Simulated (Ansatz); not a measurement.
A nudged elastic band was laid between two geometries of GaH3 + H3P (8 atoms, charge 0, multiplicity 1).

Theory: Ansatz 0.2.0, RKS BHLYP/def2-SVP.

```
movable images  : 5
climbing image  : yes
spring          : 5.0 eV/Å²
optimiser       : quadratic models (default)
start path      : through a guess of the saddle point
force threshold : 0.05 eV/Å
iteration limit : 60
end points      : relaxed
```

Initial state:

```xyz
8
Properties=species:S:1:pos:R:3
Ga 0.017 0.228 0.049
H -0.075 0.835 1.489
H 1.414 0.050 -0.635
H -1.292 -0.120 -0.735
P 0.202 -3.131 1.221
H -0.655 -2.885 0.120
H 1.376 -2.710 0.551
H -0.037 -1.876 1.843
```

Final state:

```xyz
8
Properties=species:S:1:pos:R:3
Ga 0.118 -0.725 -0.158
H -0.171 0.705 2.012
H 1.416 0.136 -0.310
H -1.280 -0.165 -0.586
P 0.259 -2.870 0.739
H -0.624 -3.474 -0.188
H 1.448 -3.238 0.063
H -0.216 0.022 2.331
```

**Question.** What changes between the two ends?

**Answer.** Bonds broken: Ga1–H2, P5–H8. Bonds formed: Ga1–P5, H2–H8. GaH3 + H3P becomes GaH4P + H2.

**Question.** Give the energies along the band, and the barrier.

**Answer.** It converged. The highest image is number 3 of 0 to 6, 1.34 eV above the first end and 1.45 eV above the last; the last end lies 0.11 eV below the first. A vibrational analysis at the climbing image gives one clearly imaginary mode, 1403i cm⁻¹: a first-order saddle point. The orbitals stay closed-shell, which can raise the energy where a bond breaks towards radicals; this wasn't checked here.

```tsv
image	path coordinate (Å)	energy (eV)	Ga1–H2 (Å)	P5–H8 (Å)	Ga1–P5 (Å)
0	0.00	0.00	1.57	1.42	3.56
1	0.51	0.05	1.57	1.43	3.29
2	1.01	0.48	1.59	1.49	2.95
3	1.52	1.34	1.72	1.80	2.68
4	2.14	0.37	2.04	2.25	2.40
5	2.75	-0.06	2.34	2.78	2.34
6	3.37	-0.11	2.61	3.33	2.33
```

**Question.** What is the geometry of the highest image?

**Answer.** 
```xyz
8
Properties=species:S:1:pos:R:3
Ga 0.048 -0.260 -0.001
H -0.075 0.144 1.668
H 1.478 0.074 -0.481
H -1.370 -0.140 -0.607
P 0.148 -2.674 1.163
H -0.656 -3.013 0.052
H 1.390 -2.801 0.500
H -0.013 -0.939 1.609
```

**Question.** What are the harmonic wavenumbers there?

**Answer.** 1403i, 117, 239, 423, 544, 587, 649, 709, 724, 1026, 1129, 1219, 1574, 1734, 2076, 2090, 2491, 2507 cm⁻¹.

The band took 8 iterations and of the order of 2.2 core-minutes.

Run time: 2.2 min on 1 thread of Arm Neoverse V1 (shared host), peak memory 0.16 GiB.
